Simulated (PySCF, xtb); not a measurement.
Be(Et) (C2H5Be), SMILES [Be][CH2]C, multiplicity 2.

Harmonic wavenumbers (cm⁻¹) from GFN2-xTB run with xtb at its own minimum, in rising order: 134, 192, 487, 707, 922, 985, 1040, 1239, 1248, 1425, 1503, 1523, 1530, 2890, 2919, 2951, 2988, 3002.

### Question
What does PySCF 2.14.0 with r2SCAN-D4/def2-TZVP give at its own minimum? (The exact figures need the calculation; the answer reports its results.)

### Answer
205, 232, 528, 793, 907, 941, 1002, 1209, 1246, 1401, 1422, 1496, 1506, 2979, 3016, 3017, 3078, 3093. Paired by order, the mean absolute difference is 53 cm⁻¹ and the zero-point energies are 39.6 and 40.1 kcal/mol.
